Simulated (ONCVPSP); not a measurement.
Wu-Cohen ONCV dataset for thallium (Tl), scalar-relativistic all-electron reference.

ONCVPSP 4.0.1 was run on this input:

```
# ATOM AND REFERENCE CONFIGURATION
# atsym  z   nc   nv     iexc    psfile
  Tl 81.00   12    3  -118130      upf
#
#   n    l    f
    1    0    2.00
    2    0    2.00
    2    1    6.00
    3    0    2.00
    3    1    6.00
    3    2   10.00
    4    0    2.00
    4    1    6.00
    4    2   10.00
    4    3   14.00
    5    0    2.00
    5    1    6.00
    5    2   10.00
    6    0    2.00
    6    1    1.00
#
# PSEUDOPOTENTIAL AND OPTIMIZATION
# lmax
    2
#
#   l,   rc,      ep,       ncon, nbas, qcut
    0    1.75    0.00    5    9    3.50
    1    2.90    0.00    4    7    2.60
    2    1.80    0.00    4    8    8.20
#
# LOCAL POTENTIAL
# lloc, lpopt,  rc(5),   dvloc0
    4    5    1.45    2.00
#
# VANDERBILT-KLEINMAN-BYLANDER PROJECTORs
# l, nproj, debl
    0    2    1.90
    1    3    1.70
    2    3    2.90
#
# MODEL CORE CHARGE
# icmod, fcfact, rcfact
    0    0.00    0.00
#
# LOG DERIVATIVE ANALYSIS
# epsh1, epsh2, depsh
   -2.00    5.00    0.02
#
# OUTPUT GRID
# rlmax, drl
    6.00    0.01
#
# TEST CONFIGURATIONS
# ncnf
    4
# nvcnf
#   n    l    f
    3
    5    2   10.00
    6    0    2.00
    6    1    0.00
#
    3
    5    2   10.00
    6    0    1.00
    6    1    0.00
#
    3
    5    2   10.00
    6    0    0.00
    6    1    0.00
#
    3
    5    2   10.00
    6    0    2.00
    6    1    0.50
#
```

Command:

```bash
oncvpsp.x < Tl.dat > Tl.out
```

Output (shortened: citation, most of the input echo, consistency checks and plot data are left out):

```
ONCVPSP  (Optimized Norm-Conservinng Vanderbilt PSeudopotential)
scalar-relativistic version 4.0.1

#   n    l    f        energy (Ha)
    1    0    2.00    -3.1469073E+03
    2    0    2.00    -5.6028730E+02
    2    1    6.00    -4.8185926E+02
    3    0    2.00    -1.3373046E+02
    3    1    6.00    -1.1116302E+02
    3    2   10.00    -8.7792031E+01
    4    0    2.00    -2.9840533E+01
    4    1    6.00    -2.2444187E+01
    4    2   10.00    -1.3779617E+01
    4    3   14.00    -4.1916674E+00
    5    0    2.00    -4.8154308E+00
    5    1    6.00    -2.7957374E+00
    5    2   10.00    -5.6777245E-01
    6    0    2.00    -3.5292746E-01
    6    1    1.00    -8.5550405E-02

Reference configufation results
  iterations    25
  all-electron total energy (Ha)   -2.02446339D+04

Begin loop to  construct optimized pseudo wave functions
and semi-local pseudopoentials for all angular momenta

   Wellstate for l =  0  n =  7
     eigenvalue =   1.5471
     asymptotic potential =   2.0471
     half-point radius =  2.9752

Calculating optimized projector #   1

 for l=   0

    Fraction of norm inside rc  0.194670
    Optimizing pswf for qcut=   3.49 a_B^-1,  ecut=   6.09 Ha
    Residual kinetic energy error=  1.44D-02 Ha

    Energy error per electron        Cutoff
         Ha          eV             Ha
         0.01000     0.27211       16.05
         0.00100     0.02721       66.62
         0.00010     0.00272       77.16
         0.00001     0.00027       86.93

Calculating optimized projector #   2

 for l=   0

    Fraction of norm inside rc  0.182532
    Optimizing pswf for qcut=   3.49 a_B^-1,  ecut=   6.09 Ha
    Residual kinetic energy error=  1.32D-02 Ha

    Energy error per electron        Cutoff
         Ha          eV             Ha
         0.01000     0.27211        6.40
         0.00100     0.02721       18.04
         0.00010     0.00272       88.80
         0.00001     0.00027      102.01

   Wellstate for l =  1  n =  8
     eigenvalue =   1.6144
     asymptotic potential =   2.1144
     half-point radius =  5.1090

   Wellstate for l =  1  n =  9
     eigenvalue =   3.3144
     asymptotic potential =   3.8144
     half-point radius =  4.7627

Calculating optimized projector #   1

 for l=   1

    Fraction of norm inside rc  0.331322
    Optimizing pswf for qcut=   2.60 a_B^-1,  ecut=   3.38 Ha
    Residual kinetic energy error=  7.95D-04 Ha

    Energy error per electron        Cutoff
         Ha          eV             Ha
         0.01000     0.27211        0.88
         0.00100     0.02721        3.16
         0.00010     0.00272       13.34
         0.00001     0.00027       17.08

Calculating optimized projector #   2

 for l=   1

    Fraction of norm inside rc  0.178002
    Optimizing pswf for qcut=   2.60 a_B^-1,  ecut=   3.38 Ha
    Residual kinetic energy error=  3.83D-02 Ha

    Energy error per electron        Cutoff
         Ha          eV             Ha
         0.01000     0.27211        4.41
         0.00100     0.02721       12.41
         0.00010     0.00272       21.14
         0.00001     0.00027       23.98

Calculating optimized projector #   3

 for l=   1

    Fraction of norm inside rc  0.198283
    Optimizing pswf for qcut=   2.60 a_B^-1,  ecut=   3.38 Ha
    Residual kinetic energy error=  1.98D-01 Ha

    Energy error per electron        Cutoff
         Ha          eV             Ha
         0.01000     0.27211        7.98
         0.00100     0.02721       16.77
         0.00010     0.00272       29.36
         0.00001     0.00027       34.35

   Wellstate for l =  2  n =  7
     eigenvalue =   2.3322
     asymptotic potential =   2.8322
     half-point radius =  3.5307

   Wellstate for l =  2  n =  8
     eigenvalue =   5.2322
     asymptotic potential =   5.7322
     half-point radius =  3.2475

Calculating optimized projector #   1

 for l=   2

    Fraction of norm inside rc  0.802469
    Optimizing pswf for qcut=   8.19 a_B^-1,  ecut=  33.53 Ha
    Residual kinetic energy error=  8.99D-07 Ha

    Energy error per electron        Cutoff
         Ha          eV             Ha
         0.01000     0.27211       18.49
         0.00100     0.02721       23.39
         0.00010     0.00272       27.29
         0.00001     0.00027       30.38

Calculating optimized projector #   2

 for l=   2

    Fraction of norm inside rc  0.115236
    Optimizing pswf for qcut=   8.19 a_B^-1,  ecut=  33.53 Ha
    Residual kinetic energy error=  1.19D-06 Ha

    Energy error per electron        Cutoff
         Ha          eV             Ha
         0.01000     0.27211       18.01
         0.00100     0.02721       23.18
         0.00010     0.00272       27.42
         0.00001     0.00027       30.75

Calculating optimized projector #   3

 for l=   2

    Fraction of norm inside rc  0.132960
    Optimizing pswf for qcut=   8.19 a_B^-1,  ecut=  33.53 Ha
    Residual kinetic energy error=  2.51D-06 Ha

    Energy error per electron        Cutoff
         Ha          eV             Ha
         0.01000     0.27211       20.82
         0.00100     0.02721       25.53
         0.00010     0.00272       29.14
         0.00001     0.00027       31.95

Construct Vanderbilt / Kleinmman-Bylander projectors

B matrix Hermiticity error, ll=   0
   1   2    1.8175E-04

  Orthonormal projector coefficients  1.5205E+02  4.9636E+00

B matrix Hermiticity error, ll=   1
   1   2   -7.3726E-05
   1   3    1.0596E-04
   2   3    1.1747E-04

  Orthonormal projector coefficients  6.5797E+00  2.0394E+00  4.9831E-01

B matrix Hermiticity error, ll=   2
   1   2   -4.0970E-04
   1   3    6.7952E-04
   2   3    2.7193E-04

  Orthonormal projector coefficients  1.5692E+00 -9.0951E-01  1.3872E-01

Pseudoatom total energy  -50.104364

Diagnostic tests using Vanderbilt-Kleinman-Bylander pseudopotentials
  1 or more projectors used as specified by nproj input data

   l    rcore       rmatch      e in        delta e   norm test  slope test

   0   1.7524536   1.8056618  -0.3529275   0.0000009   1.0000480   1.0000344
run_diag: lschvkbbe ERROR   2   1   0  60  1.54707254E+00  1.34236529E+00
   0   1.7524536   1.8056618   1.5470725  -0.2047073   0.0697360   0.0875621

   1   2.9139016   3.0023739  -0.0855504  -0.0000001   1.0000189   1.0000366
   1   2.9139016   3.0023739   1.6144496   0.0000130   1.0001659   1.0001659
   1   2.9139016   3.0023739   3.3144496   0.0000236   1.0002734   1.0002734

   2   1.8056618   1.8604856  -0.5677725   0.0000689   1.0001177   1.0002091
   2   1.8056618   1.8604856   2.3322275   0.0000985   1.0003428   1.0003428
   2   1.8056618   1.8604856   5.2322275   0.0002353   1.0004157   1.0004157

 Testing for bound ghosts
   n   l    E NL Schr. Eq   E Basis Diag.   E Cutoff

       0                       -2.744476    112.62  WARNING - GHOST(-)
   1   0       -0.352927       -0.341286    112.62

   2   1       -0.085550       -0.081577     35.45

   3   2       -0.567704       -0.567487    136.16

 Testing for highly-localized positive-energy ghosts
       l    <radius>/rc     E Basis Diag.   E Cutoff

       0        0.392860       16.614359    112.62  WARNING - GHOST(+)

       0        0.596180       35.100379    112.62  WARNING - GHOST(+)

       0        0.408138      192.366032    112.62  WARNING - GHOST(+)

       1        0.252067        4.328654     35.45  WARNING - GHOST(+)

Test configuration 0

   n   l     f        eae           eps        diff
   1   0  2.0000-3146.90734712
   2   0  2.0000 -560.28729736
   2   1  6.0000 -481.85926099
   3   0  2.0000 -133.73045791
   3   1  6.0000 -111.16302045
   3   2 10.0000  -87.79203061
   4   0  2.0000  -29.84053316
   4   1  6.0000  -22.44418700
   4   2 10.0000  -13.77961744
   4   3 14.0000   -4.19166744
   5   0  2.0000   -4.81543077
   5   1  6.0000   -2.79573740
   5   2 10.0000   -0.56777245   -0.56770353    6.89D-05
   6   0  2.0000   -0.35292746   -0.35292655    9.09D-07
   6   1  1.0000   -0.08555040   -0.08555049   -8.10D-08

    Total energies and differences
      AE_ref= -2.02446339D+04  AE_tst= -2.02446339D+04  dif=  0.00D+00
      PS_ref= -5.01043639D+01  PS_tst= -5.01043639D+01  dif=  2.13D-14
      PSP excitation error= -2.13D-14

Test configuration 1

   n   l     f        eae           eps        diff
   1   0  2.0000-3147.17800677
   2   0  2.0000 -560.55697155
   2   1  6.0000 -482.12901873
   3   0  2.0000 -134.00002871
   3   1  6.0000 -111.43260228
   3   2 10.0000  -88.06155080
   4   0  2.0000  -30.11010294
   4   1  6.0000  -22.71375815
   4   2 10.0000  -14.04916726
   4   3 14.0000   -4.46121025
   5   0  2.0000   -5.08510881
   5   1  6.0000   -3.06583585
   5   2 10.0000   -0.83713799   -0.83660789    5.30D-04
   6   0  2.0000   -0.60258053   -0.60290668   -3.26D-04

    Total energies and differences
      AE_ref= -2.02446339D+04  AE_tst= -2.02444454D+04  dif=  1.88D-01
      PS_ref= -5.01043639D+01  PS_tst= -4.99156806D+01  dif=  1.89D-01
      PSP excitation error= -1.87D-04

Test configuration 2

   n   l     f        eae           eps        diff
   1   0  2.0000-3147.57188188
   2   0  2.0000 -560.94742047
   2   1  6.0000 -482.51954512
   3   0  2.0000 -134.39072841
   3   1  6.0000 -111.82330734
   3   2 10.0000  -88.45202958
   4   0  2.0000  -30.50095478
   4   1  6.0000  -23.10455892
   4   2 10.0000  -14.43982723
   4   3 14.0000   -4.85180341
   5   0  2.0000   -5.47547537
   5   1  6.0000   -3.45639762
   5   2 10.0000   -1.21999633   -1.21868007    1.32D-03
   6   0  1.0000   -0.93508783   -0.93557459   -4.87D-04

    Total energies and differences
      AE_ref= -2.02446339D+04  AE_tst= -2.02436786D+04  dif=  9.55D-01
      PS_ref= -5.01043639D+01  PS_tst= -4.91482204D+01  dif=  9.56D-01
      PSP excitation error= -8.96D-04

Test configuration 3

psatom: WARNING lschvkbb convergence error n,l,iter=   2   1   4
ea(ii),et,emin,emax -9.315514E-02 -1.024707E-01 -1.024707E-01 -1.024707E-01
run_config: WARNING for fully non-local PS atom, stg. 1
 WARNING no output for configuration 4

Test configuration 4

   n   l     f        eae           eps        diff
   1   0  2.0000-3147.03425719
   2   0  2.0000 -560.41385242
   2   1  6.0000 -481.98584804
   3   0  2.0000 -133.85697845
   3   1  6.0000 -111.28954536
   3   2 10.0000  -87.91853210
   4   0  2.0000  -29.96705942
   4   1  6.0000  -22.57071517
   4   2 10.0000  -13.90613940
   4   3 14.0000   -4.31818945
   5   0  2.0000   -4.94203685
   5   1  6.0000   -2.92252957
   5   2 10.0000   -0.69440908   -0.69412808    2.81D-04
   6   0  2.0000   -0.47141522   -0.47152681   -1.12D-04
   6   1  0.5000   -0.18658819   -0.18666737   -7.92D-05

    Total energies and differences
      AE_ref= -2.02446339D+04  AE_tst= -2.02445665D+04  dif=  6.74D-02
      PS_ref= -5.01043639D+01  PS_tst= -5.00369200D+01  dif=  6.74D-02
      PSP excitation error= -4.91D-05
```

Note: ghosts flagged at negative energy: s at -74.7 eV; GHOST(+) flagged for p at 117.8 eV, s at 452.1 eV. A true bound ghost makes a file unfit for plane-wave use.

The run took about 6.2 s on one core of a shared server CPU.
